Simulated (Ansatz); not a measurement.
`FCC(F)C(F)(F)F`, relaxed with RKS PBE-D4/def2-SVP in the Gaussian-basis code of Ansatz from a rough embedded geometry. The force threshold is 0.03 eV/Å; the program also tests the step.

Charge 0, multiplicity 1.

Start:

```xyz
11

F    -1.154    0.720    2.006
C    -0.433    0.839    0.847
C    -0.044   -0.534    0.355
F     0.875   -1.034    1.077
C     0.462   -0.404   -1.080
F     0.827   -1.629   -1.593
F     1.532    0.396   -1.187
F    -0.480    0.110   -1.951
H     0.454    1.410    1.009
H    -1.108    1.353    0.150
H    -0.931   -1.225    0.366
```

```
step  energy (eV)  largest force (eV/Å)  largest move (Å)
   1  -16714.4777                 4.850             0.000
   2  -16714.8124                 1.870             0.066
   3  -16714.8761                 0.256             0.040
   4  -16714.8797                 0.054             0.012
   5  -16714.8804                 0.019             0.021
```

End:

```xyz
11

F    -1.150    0.694    2.048
C    -0.454    0.851    0.869
C    -0.064   -0.511    0.319
F     0.913   -1.086    1.104
C     0.468   -0.425   -1.118
F     0.856   -1.631   -1.564
F     1.522    0.416   -1.203
F    -0.506    0.040   -1.939
H     0.466    1.447    1.051
H    -1.092    1.380    0.127
H    -0.959   -1.174    0.307
```

It took 7 s on 4 threads of an Arm Neoverse V2 on a shared host, with 0.18 GiB of host memory at the peak.
